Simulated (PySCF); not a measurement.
**Excitation energy of Ta(2+) by level of theory**

Ta(2+) [Xe] 4f14 5d3 (4F) → Ta(2+) [Xe] 4f14 5d2 6p1 (high-spin determinant), as a difference of total energies. Calculation: PySCF 2.14, in def2-TZVPPD with the def2 core potential (60 electrons) (6s5p3d2f1g, 59 functions); a scalar-relativistic core potential. Correlated levels: valence: 5s2 5p6 frozen. The calculations carry no spin-orbit coupling.

```json
{"method": "UHF", "excitation energy (eV)": "6.874"}
{"method": "MP2 (valence)", "excitation energy (eV)": "6.960"}
{"method": "SCS-MP2 (valence)", "excitation energy (eV)": "6.903"}
{"method": "CCSD (valence)", "excitation energy (eV)": "6.868"}
{"method": "CCSD(T) (valence)", "excitation energy (eV)": "6.848"}
```

Question: How much does correlation contribute at CCSD(T) (valence)?

Answer: 6.848 − (6.874) = -0.026 eV, measured against UHF.

The coupled-cluster amplitudes are large for the upper state (T1 above 0.03 or a double amplitude above 0.15), so a single reference is strained.

The determinant of the upper state mixes LS terms, which raises its energy above the lowest term, most at the Hartree-Fock and MP2 levels.
